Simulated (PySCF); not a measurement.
H8N3Si3, doublet, at a GFN2-xTB geometry; LC-WPBE/STO-3G in PySCF.

PySCF was given this input:
```python
from pyscf import gto, scf, dft

mol = gto.Mole()
mol.atom = '''
    N     0.989516    1.390541   -0.080150
    Si    1.777458   -0.101355   -0.090701
    N     0.684425   -1.459496   -0.008425
    Si   -1.035663   -1.455755    0.091119
    N    -1.601145    0.171686    0.074122
    Si   -0.675877    1.649558   -0.002095
    H     2.648582   -0.185346    1.089612
    H     2.523569   -0.234967   -1.349410
    H     1.107396   -2.371772   -0.014603
    H    -1.583044   -2.163626   -1.076858
    H    -1.443509   -2.091143    1.354297
    H    -2.600438    0.274461    0.119310
    H    -1.103997    2.353980   -1.218395
    H    -0.980984    2.405028    1.220699
'''
mol.basis = 'sto-3g'
mol.charge = 0
mol.spin = 1
mol.verbose = 5
mol.build()

mf = dft.UKS(mol)
mf.xc = 'lc_wpbe'
mf.kernel()
mf.analyze()
```

### Question
Predict the main parts of the log of this PySCF run.

### Answer

```
PySCF version 2.14.0

[INPUT] verbose = 5
[INPUT] max_memory = 4000
[INPUT] num. atoms = 14
[INPUT] num. electrons = 71
[INPUT] charge = 0
[INPUT] spin (= nelec alpha-beta = 2S) = 1
[INPUT] symmetry False subgroup None
[INPUT] Mole.unit = angstrom
[INPUT] Symbol           X                Y                Z      unit          X                Y                Z       unit  Magmom
[...]
[INPUT] ---------------- BASIS SET ----------------
[INPUT] l, kappa, [nprim/nctr], expnt,             c_1 c_2 ...
[INPUT] H
[...]
                                0.62391373        0.53532814
                                0.1688554         0.44463454
[INPUT] Si
[...]
                                74.28083305       0.5353281423
                                20.10329229       0.4446345422
[...]
                                5.389706871       0.3995128261
                                1.752899952       0.7001154689
[...]
                                0.4125648801      0.2255954336
                                0.1614750979      0.900398426
[...]
                                5.389706871       0.6076837186
                                1.752899952       0.3919573931
[...]
                                0.4125648801      0.5951670053
                                0.1614750979      0.462001012
[INPUT] N
[...]
                                18.052312         0.53532814
                                4.8856602         0.44463454
[...]
                                0.8784966         0.39951283
                                0.2857144         0.70011547
[...]
                                0.8784966         0.60768372
                                0.2857144         0.39195739

nuclear repulsion = 460.398111637388
number of shells = 32
number of NR pGTOs = 150
number of NR cGTOs = 50
basis = sto-3g
ecp = {}

******** <class 'pyscf.dft.uks.UKS'> ********
method = UKS
initial guess = minao
damping factor = 0
level_shift factor = 0
DIIS = <class 'pyscf.scf.diis.CDIIS'>
diis_start_cycle = 1
diis_space = 8
diis_damp = 0
SCF conv_tol = 1e-09
SCF conv_tol_grad = None
SCF max_cycles = 50
direct_scf = True
direct_scf_tol = 1e-13
number electrons alpha = 36  beta = 35
XC library pyscf.dft.libxc version 7.1.2
    S. Lehtola, C. Steigemann, M. J. T. Oliveira, and M. A. L. Marques,  SoftwareX 7, 1–5 (2018)
XC functionals = lc_wpbe
    O. A. Vydrov and G. E. Scuseria,  J. Chem. Phys. 125, 234109 (2006)
radial grids:
    Treutler-Ahlrichs [JCP 102, 346 (1995); DOI:10.1063/1.469408] (M4) radial grids

becke partition: Becke, JCP 88, 2547 (1988); DOI:10.1063/1.454033
pruning grids: <function nwchem_prune>
grids dens level: 3
symmetrized grids: False
atomic radii adjust function: <function treutler_atomic_radii_adjust>
small_rho_cutoff = 0
Set gradient conv threshold to 3.16228e-05
atom N rad-grids = 75, ang-grids = [ 50  50  50  50  50  50  50  50  50  50  50  50  50  50  50  50  50  50
  50  50  50  50  50  86  86  86  86  86  86  86  86  86  86 266 266 266
 266 266 266 266 302 302 302 302 302 302 302 302 302 302 302 302 302 302
 302 302 302 302 302 302 266 266 266 266 266 266 266 266 266 266 266 266
 266 266 266]
atom Si rad-grids = 80, ang-grids = [ 50  50  50  50  50  50  50  50  50  50  50  50  50  50  50  50  50  50
  50  50  50  50  50  86  86  86  86  86  86  86  86  86  86  86  86  86
 350 350 350 350 350 350 350 350 434 434 434 434 434 434 434 434 434 434
 434 434 434 434 434 434 434 434 350 350 350 350 350 350 350 350 350 350
 350 350 350 350 350 350 350 350]
atom H rad-grids = 50, ang-grids = [ 50  50  50  50  50  50  50  50  50  50  50  50  50  50  50  86  86  86
  86 266 266 266 266 266 302 302 302 302 302 302 302 302 302 302 302 302
 302 266 266 266 266 266 266 266 266 266 266 266 266 266]
tot_boxes 3757, boxes in each direction [15 15 11]
Padding 2 grids
tot grids = 177712
nelec by numeric integration = [35.15287484 35.15287484]
E1 = -2330.825717661617  E2 = 845.1827923808739  Ecoul = 931.2345321946171  Exc = -86.0517398137432
init E= -1025.24481364336
cond(S) = 8.27050892674048

  alpha mo_energy =
[-64.911999   -64.91176982 -64.91172953 -14.26855646 -14.26802291
 -14.23828456  -5.14668062  -5.1466618   -5.14655942  -3.49113815
  -3.49109451  -3.4905868   -3.49023418  -3.48984164  -3.48958411
  -3.48954177  -3.48910386  -3.4887689   -1.41751769  -1.27682863
  -1.21901276  -0.82947892  -0.81911507  -0.69725009  -0.61626597
  -0.57293566  -0.55108686  -0.53546525  -0.47650806  -0.47590092
  -0.45422147  -0.42567696  -0.37558559  -0.33761694  -0.32808673
  -0.29370285   0.14700077   0.16345547   0.18973897   0.26266823
   0.27136662   0.28315413   0.30662027   0.30853265   0.35168956
   0.35374509   0.37435444   0.3784108    0.39297495   0.40715984]
  beta  mo_energy =
[-64.911999   -64.91176982 -64.91172953 -14.26855646 -14.26802291
 -14.23828456  -5.14668062  -5.1466618   -5.14655942  -3.49113815
  -3.49109451  -3.4905868   -3.49023418  -3.48984164  -3.48958411
  -3.48954177  -3.48910386  -3.4887689   -1.41751769  -1.27682863
  -1.21901276  -0.82947892  -0.81911507  -0.69725009  -0.61626597
  -0.57293566  -0.55108686  -0.53546525  -0.47650806  -0.47590092
  -0.45422147  -0.42567696  -0.37558559  -0.33761694  -0.32808673
  -0.29370285   0.14700077   0.16345547   0.18973897   0.26266823
   0.27136662   0.28315413   0.30662027   0.30853265   0.35168956
   0.35374509   0.37435444   0.3784108    0.39297495   0.40715984]
multiplicity <S^2> = 0.75  2S+1 = 2
nelec by numeric integration = [36.0000016  35.00000184]
E1 = -2342.866244573242  E2 = 857.8674239898244  Ecoul = 944.6414435690965  Exc = -86.77401957927214
cycle= 1 E= -1024.60070894603  delta_E= 0.644  |g|= 0.554  |ddm|= 3.33
  alpha mo_energy =
[-6.50322624e+01 -6.49657020e+01 -6.49656666e+01 -1.36597163e+01
 -1.36595471e+01 -1.33351776e+01 -5.19148571e+00 -5.12782941e+00
 -5.12714128e+00 -3.54486924e+00 -3.54467006e+00 -3.54328141e+00
 -3.48196353e+00 -3.48056712e+00 -3.48056459e+00 -3.48006415e+00
[...]
converged SCF energy = -1024.89671254643  <S^2> = 0.75312638  2S+1 = 2.0031239
Total Energy =                       -1024.896712546425078
[...]
2 N 1s           0.00009  -0.00003   0.00095  -0.00345   0.00129
2 N 2s           0.00110   0.00139  -0.04769   0.17824  -0.07194
2 N 2px          0.35651  -0.01405   0.24476   0.17160  -0.26215
2 N 2py          0.22495  -0.00542   0.24856  -0.37055   0.38567
2 N 2pz         -0.01954  -0.18439  -0.01905  -0.00265   0.00761
3 Si 1s          0.00120  -0.00001   0.00000  -0.00000  -0.00039
3 Si 2s         -0.01110   0.00009  -0.00000   0.00000   0.00339
3 Si 3s          0.42293  -0.00346   0.00000  -0.00000  -0.14172
3 Si 2px        -0.00150  -0.00085  -0.01158  -0.00057   0.00694
3 Si 2py        -0.00220  -0.00033   0.00826   0.00041   0.00976
3 Si 2pz         0.00181  -0.01684   0.00042   0.00002  -0.00060
3 Si 3px         0.06027   0.01910   0.31354   0.01880  -0.18244
3 Si 3py         0.08665   0.00730  -0.22377  -0.01343  -0.25644
3 Si 3pz        -0.04361   0.38454  -0.01132  -0.00068   0.01587
4 N 1s           0.00009  -0.00003  -0.00095   0.00345   0.00129
4 N 2s           0.00110   0.00139   0.04769  -0.17825  -0.07194
4 N 2px          0.09614  -0.00939  -0.15466   0.40585   0.44968
4 N 2py          0.41077  -0.00875  -0.31286  -0.04157  -0.12236
4 N 2pz         -0.01014  -0.18456   0.01580  -0.01820  -0.01810
5 Si 1s         -0.00060   0.00000  -0.00006  -0.00036  -0.00009
5 Si 2s          0.00548  -0.00004   0.00042   0.00335   0.00051
5 Si 3s         -0.21544   0.00161  -0.02340  -0.12537  -0.03707
5 Si 2px        -0.01074  -0.00087   0.01512   0.00768   0.00316
5 Si 2py        -0.00844  -0.00038   0.00760  -0.00352  -0.00459
5 Si 2pz        -0.00022  -0.01971  -0.00081  -0.00028  -0.00006
5 Si 3px         0.25558   0.01883  -0.40569  -0.19765  -0.08430
5 Si 3py         0.23454   0.00812  -0.19890   0.08873   0.12631
5 Si 3pz         0.00299   0.43758   0.02217   0.00733   0.00137
6 H 1s           0.06507  -0.23505  -0.01219   0.00212  -0.03403
7 H 1s           0.08801   0.23312  -0.00966   0.00297  -0.03428
8 H 1s           0.07367  -0.00109   0.13890  -0.45172   0.42554
9 H 1s          -0.20267   0.20545  -0.00000  -0.00000  -0.04723
10 H 1s         -0.16118  -0.20570   0.00000  -0.00000  -0.04474
11 H 1s          0.07368  -0.00109  -0.13890   0.45173   0.42553
12 H 1s          0.08800   0.23313   0.00966  -0.00297  -0.03428
13 H 1s          0.06507  -0.23505   0.01219  -0.00212  -0.03403

To work with the spin densities directly, `use mulliken_meta_spin()` only printing them here.

 ** Mulliken spin pop alpha/beta on meta-lowdin orthogonal AOs **
 ** Mulliken Spin Density (per AO)  **
spin_pop of  0 N 1s       -0.00001
spin_pop of  0 N 2s        0.02404
spin_pop of  0 N 2px       0.02370
spin_pop of  0 N 2py       0.01816
spin_pop of  0 N 2pz       0.91400
spin_pop of  1 Si 1s       -0.00000
spin_pop of  1 Si 2s        0.00000
spin_pop of  1 Si 3s       -0.01028
spin_pop of  1 Si 2px      -0.00001
spin_pop of  1 Si 2py      -0.00000
spin_pop of  1 Si 2pz      -0.00001
spin_pop of  1 Si 3px      -0.01246
spin_pop of  1 Si 3py      -0.01589
spin_pop of  1 Si 3pz      -0.01688
spin_pop of  2 N 1s       -0.00000
spin_pop of  2 N 2s       -0.00090
spin_pop of  2 N 2px      -0.00022
spin_pop of  2 N 2py      -0.00065
spin_pop of  2 N 2pz       0.00050
spin_pop of  3 Si 1s       -0.00000
spin_pop of  3 Si 2s       -0.00000
spin_pop of  3 Si 3s       -0.00009
spin_pop of  3 Si 2px      -0.00000
spin_pop of  3 Si 2py      -0.00000
spin_pop of  3 Si 2pz      -0.00000
spin_pop of  3 Si 3px      -0.00018
spin_pop of  3 Si 3py      -0.00013
spin_pop of  3 Si 3pz      -0.00009
spin_pop of  4 N 1s       -0.00000
spin_pop of  4 N 2s       -0.00090
spin_pop of  4 N 2px      -0.00034
spin_pop of  4 N 2py      -0.00052
spin_pop of  4 N 2pz       0.00050
spin_pop of  5 Si 1s       -0.00000
spin_pop of  5 Si 2s        0.00000
spin_pop of  5 Si 3s       -0.01028
spin_pop of  5 Si 2px      -0.00001
spin_pop of  5 Si 2py      -0.00000
spin_pop of  5 Si 2pz      -0.00001
spin_pop of  5 Si 3px      -0.02110
spin_pop of  5 Si 3py      -0.00723
spin_pop of  5 Si 3pz      -0.01690
spin_pop of  6 H 1s        0.03380
spin_pop of  7 H 1s        0.03391
spin_pop of  8 H 1s       -0.00062
spin_pop of  9 H 1s       -0.00000
spin_pop of  10 H 1s       -0.00000
spin_pop of  11 H 1s       -0.00062
spin_pop of  12 H 1s        0.03391
spin_pop of  13 H 1s        0.03380
 ** Mulliken Spin Density (per atom)  **
spin density of  0 N =      0.97989
spin density of  1 Si =     -0.05553
spin density of  2 N =     -0.00127
spin density of  3 Si =     -0.00049
spin density of  4 N =     -0.00127
spin density of  5 Si =     -0.05553
spin density of  6 H =      0.03380
spin density of  7 H =      0.03391
spin density of  8 H =     -0.00062
spin density of  9 H =     -0.00000
spin density of  10 H =     -0.00000
spin density of  11 H =     -0.00062
spin density of  12 H =      0.03391
spin density of  13 H =      0.03380
 ** Mulliken pop alpha/beta on meta-lowdin orthogonal AOs **
 ** Mulliken pop       alpha | beta **
In total            36.00000 | 35.00000
 ** Mulliken atomic charges   ( Nelec_alpha | Nelec_beta ) **
charge of  0N =     -0.40722  (     4.19355      3.21366 )
charge of  1Si =      0.68306  (     6.63071      6.68624 )
charge of  2N =     -0.53793  (     3.76833      3.76960 )
charge of  3Si =      0.70418  (     6.64766      6.64815 )
charge of  4N =     -0.53793  (     3.76833      3.76960 )
charge of  5Si =      0.68305  (     6.63071      6.68624 )
charge of  6H =     -0.12660  (     0.58020      0.54640 )
charge of  7H =     -0.12640  (     0.58016      0.54624 )
charge of  8H =      0.10882  (     0.44528      0.44590 )
charge of  9H =     -0.14910  (     0.57455      0.57455 )
charge of  10H =     -0.14977  (     0.57488      0.57489 )
charge of  11H =      0.10882  (     0.44528      0.44590 )
charge of  12H =     -0.12640  (     0.58016      0.54624 )
charge of  13H =     -0.12660  (     0.58020      0.54640 )
Dipole moment(X, Y, Z, Debye): -0.54719, -0.76911,  0.04762
```
